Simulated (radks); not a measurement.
The nuclear charge of the aluminium ion Al+ is varied continuously with 12 electrons held in [Ne] 3s2. All-electron calculation, non-relativistic Kohn-Sham, TPSS, spin-polarised, spherical densities, point nucleus; meta-GGA in the generalised Kohn-Sham scheme. Program: a radial shooting solver on a logarithmic mesh with Libxc functionals. By the Hellmann-Feynman theorem dE/dZ = E(electron-nucleus)/Z, the electronic potential at the nucleus.

Z,E (hartree),E(electron-nucleus)/Z (hartree),HOMO,e(HOMO) (eV),<r> HOMO (bohr)
12,-200.09278,-39.9311,3s,-4.756,3.177
12.1,-204.10733,-40.3599,3s,-5.587,3.067
12.2,-208.16474,-40.7882,3s,-6.460,2.967
12.3,-212.26495,-41.2160,3s,-7.374,2.875
12.4,-216.40794,-41.6435,3s,-8.327,2.791
12.5,-220.59365,-42.0707,3s,-9.320,2.712
12.6,-224.82207,-42.4976,3s,-10.351,2.639
12.7,-229.09316,-42.9242,3s,-11.420,2.571
12.8,-233.40689,-43.3505,3s,-12.525,2.508
12.9,-237.76325,-43.7766,3s,-13.668,2.448
13,-242.16221,-44.2025,3s,-14.846,2.391
13.1,-246.60375,-44.6282,3s,-16.060,2.338
13.2,-251.08785,-45.0538,3s,-17.310,2.287
13.3,-255.61450,-45.4791,3s,-18.595,2.239
13.4,-260.18367,-45.9043,3s,-19.914,2.194
13.5,-264.79536,-46.3294,3s,-21.268,2.151
13.6,-269.44955,-46.7544,3s,-22.656,2.109
13.7,-274.14623,-47.1792,3s,-24.078,2.070
13.8,-278.88539,-47.6039,3s,-25.534,2.032
13.9,-283.66701,-48.0285,3s,-27.023,1.996
14,-288.49109,-48.4530,3s,-28.546,1.961

The central difference of E at Z = 13 is -44.202 hartree, to compare with the third column; the second derivative is -4.26 hartree.
